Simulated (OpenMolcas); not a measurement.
Ta3+ among 5 point charges of -1.5 e arranged as a trigonal bipyramid (D3h), 2.2 Å from the ion, with the axial distance 2.596 Å.

- Program: OpenMolcas 26.06
- Method: CASSCF
- Basis: ANO-RCC-VDZP [7s6p4d2f1g]
- Scalar Hamiltonian: DKH2, point nucleus
- Active space: 2 electrons in 5 orbitals (5d)
- State averaging: 2S+1 = 3 even, 10 roots; 2S+1 = 1 even, 15 roots
- Spin-orbit coupling: state interaction with AMFI integrals over the reference wave functions

Question: What is the spin-free ground state (labels of D3, the rotations of D3h)?

Answer: 3A2, 1-fold in its orbital part, 96 % from free-ion F terms; it has the highest spin that d2 allows.

Question: Where is the first state of the same spin?

Answer: 3A1 at 3030 cm-1 above the ground state.

Question: What are the lowest two levels with spin-orbit coupling?

Answer: A 1-fold level A1, then a 2-fold level E 1092 cm-1 above it. Their leading multiplicities are 3 (97 %) and 3 (95 %).

Question: What is χT at 300 K, and how does it compare with the textbook value?

Answer: The lowest level has 2S+1 = 3, for which the spin-only value is χT = S(S+1) / 2 = 1.000 cm3 K/mol (g = 2). The computed 0.053 at 300 K differs by -0.947, through orbital momentum, spin-orbit coupling and any other state in reach.

Spin-orbit coupling mixes the spin-free states strongly: the lowest level takes only 63 % from its leading state, 3A2. Without dynamic correlation the repulsion within the d shell is too large (B by tens of per cent), so at a given field states of lower spin stand too high. This is an electrostatic model: the charges have no orbitals. No measured value stands beside these numbers.
